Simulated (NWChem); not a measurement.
# GeH2I2; SMILES [I][GeH2][I]

```xyz
5

Ge     0.0000     0.0000    -1.0674
I     -2.0688     0.0000     0.3582
I      2.0688     0.0000     0.3582
H      0.0000     1.2832    -1.9073
H      0.0000    -1.2832    -1.9073
```
Atoms are numbered in this order, from 1.

Program: NWChem. Structure relaxed at the PBE0/def2-SVP (def2 core potentials past Kr) level.

Question: Predict the results for PBE/3-21G, non-relativistic. Quantities: highest occupied level (eV); orbital gap (eV); dipole (D).

Answer: 
```
Item                         Value
---------------------------  -----
highest occupied level (eV)  -6.50
orbital gap (eV)              3.99
dipole (D)                    1.62
```
